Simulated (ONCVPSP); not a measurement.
u(r) = r·R(r): atom against pseudo-atom (gold)

Columns: radius, all-electron u(r) and pseudo u(r) of the 5d shell (level -7.12 eV) of gold in the configuration [Kr] 4d10 4f14 5s2 5p6 5d10 6s1; LDA (Perdew-Wang 92), scalar-relativistic, ONCV scheme, ONCVPSP 4.0.1.

| r (bohr) | all-electron | pseudo |
| --- | --- | --- |
| 0.098 | 0.2741 | 0.0027 |
| 0.195 | -0.0102 | 0.0200 |
| 0.292 | -0.3569 | 0.0628 |
| 0.390 | -0.3872 | 0.1365 |
| 0.488 | -0.1952 | 0.2378 |
| 0.585 | 0.0688 | 0.3564 |
| 0.682 | 0.3214 | 0.4809 |
| 0.780 | 0.5285 | 0.5994 |
| 0.878 | 0.6792 | 0.7000 |
| 0.975 | 0.7769 | 0.7753 |
| 1.072 | 0.8326 | 0.8240 |
| 1.170 | 0.8563 | 0.8479 |
| 1.268 | 0.8561 | 0.8500 |
| 1.365 | 0.8394 | 0.8357 |
| 1.463 | 0.8114 | 0.8094 |
| 1.560 | 0.7767 | 0.7757 |
| 1.658 | 0.7375 | 0.7371 |
| 1.755 | 0.6969 | 0.6967 |
| 1.852 | 0.6557 | 0.6556 |
| 1.950 | 0.6146 | 0.6145 |
| 2.047 | 0.5751 | 0.5750 |
| 2.145 | 0.5367 | 0.5366 |
| 2.242 | 0.5005 | 0.5005 |
| 2.340 | 0.4660 | 0.4659 |
| 2.438 | 0.4335 | 0.4334 |
| 2.535 | 0.4032 | 0.4032 |

How many radial nodes do the two functions have?

The all-electron 5d function has n − l − 1 = 2; the pseudo-wave has 0, since the states of the same l below it are removed with the core.

At about which radius was the pseudo-wave matched?

1.95 bohr. The columns agree to 0.0005 from 1.66 bohr on; several derivatives are matched, so the curves merge somewhat inside the radius.

Is the pseudo-wave norm-conserving?

Yes: the ONCV scheme keeps the norm inside the radius equal to the all-electron one, which fixes the energy derivative of the logarithmic derivative at the level.
